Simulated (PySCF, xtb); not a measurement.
Cr(O)(OH)4 (CrH₄O₅), SMILES [OH][Cr](=[O])([OH])([OH])[OH], multiplicity 1. One conformer was computed; it need not be the lowest.

Harmonic wavenumbers (cm⁻¹) from GFN2-xTB (xtb) at its own minimum, in rising order: 110, 113, 264, 280, 320, 324, 355, 368, 412, 458, 500, 516, 527, 559, 565, 572, 687, 703, 773, 1024, 3533, 3533, 3541, 3684.

**Question.** What does PBE-D3(BJ)/def2-SVP in PySCF give at its own minimum? (Estimate from the structure and the level; the computed values follow.)

**Answer.** 79, 189, 250, 258, 290, 325, 422, 459, 510, 567, 603, 609, 626, 681, 735, 747, 841, 847, 972, 1092, 3605, 3610, 3632, 3692. Paired by order, the mean absolute difference is 88 cm⁻¹ and the zero-point energies are 33.9 and 36.7 kcal/mol.
